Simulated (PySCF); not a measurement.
Species: `Cc1cpccc1C1CC1`. The columns A, B, C and D hold Mulliken, IAO, Hirshfeld and ESP-fitted charges (e) of one PBE0/pcSseg-1 density (PySCF), in a shuffled order. Coordinates in Å (GFN2-xTB); the density's dipole moment is (-1.45, -1.97, -0.77) D.

```
atom       x       y       z       A       B       C       D
  C1   1.494  -1.554   0.511  -0.116  -0.521  -0.421  -0.101
  C2   1.260  -0.075   0.410  +0.014  -0.028  +0.029  -0.234
  C3   2.187   0.785   0.967  -0.115  +0.007  -0.387  -0.357
  P4   2.136   2.517   0.967  +0.071  -0.237  +0.358  +0.464
  C5   0.668   2.758   0.082  -0.114  +0.095  -0.383  -0.380
  C6  -0.137   1.750  -0.402  -0.047  -0.452  -0.138  +0.023
  C7   0.111   0.392  -0.246  +0.010  +0.209  +0.001  -0.202
  C8  -0.850  -0.601  -0.801  -0.037  +0.080  -0.144  -0.240
  C9  -2.320  -0.325  -0.879  -0.086  -0.551  -0.291  -0.172
 C10  -1.804  -1.318   0.116  -0.086  -0.103  -0.291  -0.182
 H11   1.570  -1.995  -0.483  +0.046  +0.146  +0.150  +0.131
 H12   0.666  -2.038   1.025  +0.045  +0.134  +0.154  +0.139
 H13   2.413  -1.765   1.052  +0.046  +0.163  +0.146  +0.117
 H14   3.044   0.345   1.463  +0.040  +0.121  +0.155  +0.115
 H15   0.373   3.783  -0.101  +0.043  +0.106  +0.161  +0.128
 H16  -1.025   2.036  -0.952  +0.046  +0.174  +0.149  +0.086
 H17  -0.432  -1.201  -1.605  +0.048  +0.078  +0.150  +0.144
 H18  -2.695   0.612  -0.496  +0.048  +0.210  +0.148  +0.132
 H19  -2.864  -0.690  -1.738  +0.050  +0.190  +0.152  +0.126
 H20  -1.991  -2.369  -0.048  +0.048  +0.080  +0.148  +0.127
 H21  -1.812  -1.029   1.157  +0.047  +0.100  +0.151  +0.134
```

Which column most likely holds the ESP-fitted charges?

B. Σ q r misses the density's dipole by 0.05 D (B), 1.56 D (A), 2.34 D (C), 2.45 D (D). Charges fitted to the outside potential are the only set here that is tied to the molecule's multipoles.

And the Hirshfeld charges?

A. The mean sizes are 0.057 e (A), 0.178 e (D), 0.180 e (B), 0.196 e (C), and Hirshfeld charges are commonly the smallest of these schemes.

As computed, A = Hirshfeld, B = ESP-fitted, C = IAO, D = Mulliken. Hydrogens on carbon: Hirshfeld +0.04 to +0.05, ESP-fitted +0.08 to +0.21, IAO +0.15 to +0.16, Mulliken +0.09 to +0.14 e.

The Hirshfeld scheme divides the density at each point in proportion to the densities of the neutral, spherically averaged free atoms. The Mulliken scheme gives each basis function's population to the atom it is centred on and halves the overlap population of two atoms between them.

Isolated species at its GFN2-xTB geometry (one conformer only).

These values come from a run that also computed NMR shieldings. Hardware: an x86-64 server with one thread, on a shared host. Cost: 2.0 min (with the writing of density and orbital grids).

Conformer computed: `[CH3:1][c:2]1[cH:3][p:4][cH:5][cH:6][c:7]1[CH:8]1[CH2:9][CH2:10]1`: C6–C7–C8–C9 -32°.
